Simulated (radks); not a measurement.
Q: The osmium ion Os3+, configuration [Xe] 4f14 5d5. All-electron calculation, scalar-relativistic Kohn-Sham, r2SCAN, spin-polarised, spherical densities, finite nucleus; open shells are filled with parallel spins first (spin-orbit coupling, left out, can overturn this in heavy ions); meta-GGA in the generalised Kohn-Sham scheme; Fermi nuclear charge, rms radius 5.4126 fm. Program: a radial shooting solver on a logarithmic mesh with Libxc functionals. Some entries of the table are withheld. Estimate them.

orbital,occ.,eigenvalue (eV),<r^2> (bohr^2),<r> (bohr)
1s down,1,-73973.04,0.0004336,0.01774
1s up,1,-73973.02,0.0004336,0.01774
2s up,1,-12935.73,0.006641,0.07489
2s down,1,-12935.24,0.006641,0.07489
2p up,3,-11266.37,0.005534,0.06728
2p down,3,-11265.99,0.005533,0.06728
3s up,1,-3044.100,0.04291,0.1937
3s down,1,-3044.061,0.04291,0.1937
3p up,3,-2551.680,0.04383,0.1944
3p down,3,-2551.602,0.04383,0.1944
3d up,5,-2000.315,0.03639,0.1763
3d down,5,-2000.040,0.03639,0.1763
4s up,1,-672.6908,0.2104,0.4318
4s down,1,-672.3209,0.2105,0.4319
4p up,3,-510.4422,0.2396,0.4591
4p down,3,-510.1266,0.2397,0.4592
4d up,5,-307.9275,0.2768,0.4890
4d down,5,-307.5458,0.2764,0.4888
5s up,1,(1),1.149,1.012
5s down,1,(2),1.123,1.001
5p up,3,-84.2487,1.538,(3)
4f up,7,-83.4208,0.3845,0.5579
4f down,7,-82.7313,0.3760,0.5532
5p down,3,-80.1558,1.491,(4)
5d up,5,-36.8656,2.906,1.589
5d down,0,-31.3209,2.923,1.585

A: 
(1) 5s up eigenvalue (eV): -125.3443
(2) 5s down eigenvalue (eV): -122.2992
(3) 5p up <r> (bohr): 1.167
(4) 5p down <r> (bohr): 1.149
